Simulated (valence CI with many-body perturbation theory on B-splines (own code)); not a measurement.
Co20+: calculated level list

Calculated by relativistic CI+MBPT: five valence electrons over a frozen Dirac-Fock core [He], radial functions for each j: 9 s, 9 p, 8 d, 6 f, 3 g, 1 h, with the one-electron correlation potential Σ1, the two-electron term Σ2, the three-electron term Σ3, Breit, model QED; selected CI, second order for the rest (own B-spline code, finite nucleus).

No measured spectrum was set against this ion. As an estimate, levels of excited configurations hold to 0.05 to 0.15 % of their energy, terms of the ground configuration to about 0.5 %. Among the levels kept, up to 2100 cm⁻¹ of a level comes from second order outside the variational space, and about a tenth of that is noise between levels of different J, which matters for small intervals.

Levels 46 to 83 of 83, with energies above the lowest level, 2s²2p³ ⁴S°_3/2. "Leading %" is the weight of the configuration and term that name the level; weights of strongly mixed levels are sums over their largest components and can fall short. In the jj column 3d3/2^4 stands for four electrons in 3d with j = 3/2. Lifetimes count E1, E2, E3, M1 and M2 decay at the calculated energies, and are blank where another channel may lead or the interval is too uncertain; long ones can be off by a factor of two.

```tsv
No.	Configuration	Term	J	E (× 10³ cm⁻¹)	Leading %	Leading jj	Lifetime
46	2s²2p²3d	⁴F	7/2	8427.3	69	2s^2 2p1/2 2p3/2 3d5/2 (90 %)	2.37 ps
47	2s²2p²3d	⁴F	5/2	8433.5	44	2s^2 2p1/2 2p3/2 3d3/2 (81 %)	262 fs
48	2s²2p²3d	⁴D	1/2	8433.9	81	2s^2 2p1/2 2p3/2 3d3/2 (98 %)	478 fs
49	2s²2p²3p	²P°	3/2	8459.4	48	2s^2 2p3/2^2 3p3/2 (50 %)	832 fs
50	2s²2p²3d	⁴D	3/2	8462.3	49	2s^2 2p1/2 2p3/2 3d5/2 (80 %)	139 fs
51	2s²2p²3d	²F	7/2	8464.5	37	2s^2 2p1/2 2p3/2 3d3/2 (55 %)	138 ps
52	2s²2p²3d	²F	5/2	8465.7	51	2s^2 2p1/2 2p3/2 3d5/2 (88 %)	89.8 fs
53	2s²2p²3d	⁴F	9/2	8469.8	79	2s^2 2p1/2 2p3/2 3d5/2 (76 %)	352 ps
54	2s2p³3s	⁴S°	3/2	8483.4	51	2s^2 2p3/2^2 3p3/2 (37 %)	469 fs
55	2s²2p²3p	²P°	1/2	8503.5	91	2s^2 2p3/2^2 3p1/2 (86 %)	11.3 ps
56	2s²2p²3d	⁴P	5/2	8503.8	37	2s^2 2p1/2 2p3/2 3d5/2 (41 %)	57.4 fs
57	2s²2p²3d	⁴P	3/2	8516.2	68	2s^2 2p1/2 2p3/2 3d3/2 (64 %)	40.7 fs
58	2s²2p²3d	⁴P	1/2	8521.1	49	2s^2 2p1/2 2p3/2 3d5/2 (36 %)	50.9 fs
59	2s²2p²3p	²P°	3/2	8522.1	76	2s^2 2p3/2^2 3p3/2 (86 %)	8.03 ps
60	2s²2p²3d	²P	1/2	8528.8	55	2s^2 2p1/2 2p3/2 3d3/2 (39 %)	51.4 fs
61	2s²2p²3d	²F	7/2	8541.8	41	2s^2 2p1/2 2p3/2 3d5/2 (38 %)	94.3 fs
62	2s²2p²3d	²D	5/2	8560.8	70	2s^2 2p1/2 2p3/2 3d5/2 (45 %)	35.4 fs
63	2s²2p²3d	²D	3/2	8561.4	82	2s^2 2p1/2 2p3/2 3d5/2 (77 %)	67.6 fs
64	2s2p³3p	⁶P	3/2	8587.0	92	2s 2p1/2 2p3/2^2 3p1/2 (45 %)	9.64 ps
65	2s2p³3p	⁶P	5/2	8594.4	87	2s 2p1/2 2p3/2^2 3p1/2 (35 %)	2.13 ps
66	2s²2p²3d	²F	7/2	8612.5	38	2s^2 2p3/2^2 3d5/2 (54 %)	410 fs
67	2s2p³3p	⁶P	7/2	8617.7	80	2s 2p1/2 2p3/2^2 3p3/2 (40 %)	4.59 ps
68	2s²2p²3d	²G	9/2	8631.6	80	2s^2 2p3/2^2 3d5/2 (76 %)	315 ps
69	2s²2p²3d	²D	3/2	8646.2	75	2s^2 2p3/2^2 3d3/2 (72 %)	48.9 fs
70	2s²2p²3d	²D	5/2	8649.7	51	2s^2 2p3/2^2 3d3/2 (58 %)	41.8 fs
71	2s²2p²3d	²P	1/2	8663.8	86	2s^2 2p1/2 2p3/2 3d5/2 (32 %)	65.5 fs
72	2s²2p²3d	²F	7/2	8671.7	66	2s^2 2p3/2^2 3d3/2 (77 %)	34.4 fs
73	2s2p³3s	⁴D°	3/2	8673.3	80	2s 2p1/2 2p3/2^2 3s (48 %)	536 fs
74	2s2p³3s	⁴D°	1/2	8674.5	85	2s 2p1/2^2 2p3/2 3s (55 %)	502 fs
75	2s2p³3s	⁴D°	5/2	8676.4	78	2s 2p1/2 2p3/2^2 3s (63 %)	527 fs
76	2s2p³3p	⁴P	3/2	8680.9	89	2s 2p1/2^2 2p3/2 3p3/2 (44 %)	189 fs
77	2s2p³3p	⁴P	5/2	8682.7	84	2s 2p1/2 2p3/2^2 3p3/2 (42 %)	164 fs
78	2s2p³3p	⁴P	1/2	8691.1	95	2s 2p1/2 2p3/2^2 3p3/2 (54 %)	201 fs
79	2s²2p²3d	²S	1/2	8701.5	78	2s^2 2p3/2^2 3d3/2 (39 %)	57.4 fs
80	2s2p³3s	⁴D°	7/2	8704.9	98	2s 2p1/2 2p3/2^2 3s (98 %)	489 fs
81	2s²2p²3d	²P	3/2	8706.9	79	2s^2 2p3/2^2 3d5/2 (72 %)	46.0 fs
82	2s²2p²3d	²D	5/2	8706.9	56	2s^2 2p3/2^2 3d5/2 (74 %)	43.9 fs
83	2s2p³3s	²D°	3/2	8745.9	76	2s 2p1/2 2p3/2^2 3s (48 %)	411 fs
```

Names give the largest LS component (configuration and term), which can be under half, so a name can repeat, a term be missing and a line seem to break the LS rules; names also repeat where a configuration has a term twice.

Where two levels of one J and parity lie close, their mixing, g and order are uncertain.
